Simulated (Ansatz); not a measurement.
`B[SiH2]C#N` + CH₃OH → `B[SiH2]OC` + `C#N` at 600 K and 1 bar (ligand exchange at the Si–C bond).

Computed with Ansatz on PBE0-D4/def2-TZVP structures; ΔE is electronic, products minus reactants. CBS: MP2 limit from def2 TZ/QZ plus the TZ coupled-cluster correction, frozen cores. This one scheme is used for every species. Each species was taken in one conformer, which may not be the lowest.

```tsv
species	CCSD(T)/CBS energy (Eh)	H − E (kJ/mol)	S (J/(mol·K))
`B[SiH2]C#N`	-408.97966	170.4	396.7
CH₃OH	-115.61712	163.6	277.3
`B[SiH2]OC`	-431.29232	268.2	429.9
`C#N`	-93.32098	64.3	228.4
```

H − E and S are ideal-gas, rigid-rotor, harmonic terms from PBE0-D4/def2-TZVP, for one conformer and one mirror image of each species. 1 Eh = 2625.50 kJ/mol, R = 8.31446 J/(mol·K).

**Question.** By hand: ΔE, ΔH, ΔS and ΔG.

**Answer.** ΔE = (-431.29232) + (-93.32098) − (-408.97966) − (-115.61712) = -0.01652 Eh = -43.4 kJ/mol. Δ(H − E) = 268.2 + 64.3 − 170.4 − 163.6 = -1.5, so ΔH = -44.9 kJ/mol. ΔS = 429.9 + 228.4 − 396.7 − 277.3 = -15.7 J/(mol·K). ΔG = -44.9 − 600 × (-15.7)/1000 = -35.5 kJ/mol.

**Question.** By hand: the equilibrium constant, and the temperature at which ΔG would vanish if ΔH and ΔS stayed fixed.

**Answer.** log₁₀ K = −ΔG/(RT ln 10) = 3.1. ΔG = 0 at ΔH/ΔS = 2860 K, far beyond where these terms or the molecules hold.

ΔH outweighs TΔS. A doubt of 5 kJ/mol in ΔE shifts log₁₀ K by 0.4 here. Other conformers and mirror images would add mixing entropy, several J/(mol·K) or more a flexible species. These are equilibria of isolated gas molecules and say nothing of rates. Largest T1 diagnostic: 0.014 (customary marks: 0.02 for closed shells, 0.045 for open ones).
